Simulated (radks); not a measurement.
Problem. Species: In+. Configuration: [Kr] 4d10 5s2 (the NIST ground configuration). All-electron calculation, Dirac Kohn-Sham, PBE, spin-unpolarised, spherical densities, finite nucleus; Fermi nuclear charge, rms radius 4.6156 fm. Program: a radial shooting solver on a logarithmic mesh with Libxc functionals. Some entries of the table are withheld. Estimate them.

orbital,occ.,eigenvalue (Ry),<r> (bohr),<1/r> (bohr^-1)
1s1/2,2,-2039.048,(1),51.86
2s1/2,2,-305.6879,0.1281,12.00
2p1/2,2,-285.1121,0.1085,11.98
2p3/2,4,-269.6130,0.1137,11.19
3s1/2,2,-58.45456,0.3483,4.227
3p1/2,2,-50.15023,(2),4.135
3p3/2,4,-47.35067,(3),3.942
3d3/2,4,-32.66368,0.3223,3.785
3d5/2,6,-32.09012,0.3258,3.735
4s1/2,2,-9.33692,0.8482,1.643
4p1/2,2,-6.62581,0.9014,1.523
4p3/2,4,-6.13733,0.9317,1.461
4d3/2,4,-1.95403,1.169,1.150
4d5/2,6,-1.89067,1.185,1.133
5s1/2,2,-1.09680,2.483,0.5174
5p1/2,0,-0.64139,3.114,0.4073
5p3/2,0,-0.61013,3.227,0.3914

Solution. 
(1) 1s1/2 <r> (bohr): 0.02971
(2) 3p1/2 <r> (bohr): 0.3394
(3) 3p3/2 <r> (bohr): 0.3505
